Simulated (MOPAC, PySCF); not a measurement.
[W(Cl)(F)5], neutral singlet in the gas phase. 

Cartesian coordinates (Å):
```xyz
7

W      0.0150     0.0149     0.0192
Cl     1.2103     1.2101     1.5521
F     -0.8830    -0.8947     1.3585
F     -1.3222     1.2951    -0.0062
F      0.8636     0.8753    -1.3834
F      1.3028    -1.3146    -0.0187
F     -0.9578    -0.9576    -1.2282
```
Charge 0, spin multiplicity 1.

All levels are single points at this geometry (r2SCAN-D4/def2-SVP); Pople sets use spherical d functions. Orbital energies aren't observables, and empty levels follow the basis.

| level | HOMO (eV) | LUMO (eV) | gap (eV) | dipole (D) | vertical IE, Delta-SCF (eV) |
|---|---|---|---|---|---|
| B3LYP-D3(BJ)/def2-TZVP in PySCF | -10.37 | -5.18 | 5.19 | 1.04 | – |
| TPSSh-D3(BJ)/def2-TZVP in PySCF | -9.83 | -5.25 | 4.57 | 0.87 | – |
| B3LYP/6-311+G** (LANL2DZ on W) in PySCF | -10.71 | -5.98 | 4.73 | 1.52 | – |
| B3LYP/6-31G* (LANL2DZ on W) in PySCF | -10.29 | -5.44 | 4.85 | 0.51 | 12.86 |
| B3LYP/LANL2DZ in PySCF | -10.99 | -6.37 | 4.62 | 0.96 | – |
| PBE/6-31G* (LANL2DZ on W) in PySCF | -9.00 | -5.59 | 3.41 | 0.26 | – |
| SVWN5/6-31G* (LANL2DZ on W) in PySCF | -9.19 | -5.77 | 3.42 | 0.39 | – |
| HF/6-31G* (LANL2DZ on W) in PySCF | -14.34 | -2.89 | 11.45 | 0.80 | 14.08 |
| PM7 in MOPAC | -12.92 | -2.19 | 10.72 | 1.89 | – |
